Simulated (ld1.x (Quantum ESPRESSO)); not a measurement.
## germanium: one change to a TM potential, before and after

ld1.x (Quantum ESPRESSO) 7.5 input, shortened:

```
&input
   title='Ge', zed=32., rel=2, dft='PBE', iswitch=3,
   config='[Ar] 3d10 4s2 4p2', rel_dist='average'
 /
 &inputp
   pseudotype=2, tm=.true., lloc=0,
   nlcc=.true., new_core_ps=.true., rcore=1.20
 /
2
4P  2  1   2.00   0.00  1.80  1.80  0.0
4S  1  0   2.00   0.00  1.25  1.25  0.0
 &test
   configts(1)='4s2 4p2'
 /
```

Open shells are filled in proportion to 2j + 1 (rel_dist='average').

Change: all radii but the core radius scaled by about 1.13 (s 1.42, p 2.04 bohr).

Cutoffs: the cutoffs (Ry, on a coarse ladder) from which the occupation-weighted sum of valence levels, in a spherical-Bessel basis at the reference potential, stays within 10 and 1 mRy of its value at 400 Ry; they do not see the model core or the augmentation charge, which bear on the density cutoff. Errors are all-electron minus pseudo energies relative to the spin-unpolarised reference configuration.

**Question.** How do hardness, ghosts and transferability respond?

**Answer.** The potential gets softer (50 Ry and 140 Ry → 35 Ry and 70 Ry); the bound ghost in p disappears; of the 7 tests that both files solve, the error grows in 0 and shrinks in 3 by more than 15 % and 0.3 meV (median size 35.8 → 29.7 meV). A larger radius leaves more room for a smooth pseudo-wave, so fewer plane waves are needed. That the errors move this way runs against the usual rule that smaller radii transfer better.

| quantity | base | changed |
| --- | --- | --- |
| cutoff, loose | 50 Ry | 35 Ry |
| cutoff, tight | 140 Ry | 70 Ry |
| loose cutoff by channel (10 mRy a level) | p 21 Ry, s 40 Ry | p 12 Ry, s 25 Ry |
| bound ghosts | p3/2, p1/2 | none |
| error for 4s2 4p1, meV [ΔE 7.45 eV] | -5.3 | -4.8 |
| error for 4s2 4p0, meV [ΔE 22.89 eV] | -38 | -41 |
| error for 4s1 4p0, meV [ΔE 57.68 eV] | -242 | -253 |
| error for 4s1 4p3, meV [ΔE 7.97 eV] | -16 | -13 |
| error for 4s0 4p4, meV [ΔE 16.19 eV] | -73 | -54 |
| error for 4s2 4p2.3, meV [ΔE -0.88 eV] | -0.2 | -0.1 |
| error for 4s1 4p2, meV [ΔE 16.16 eV] | -36 | -30 |

 A true bound ghost makes a file unfit for plane-wave use even where its test errors are small: the radial tests pick states by their node count and pass the ghost by.
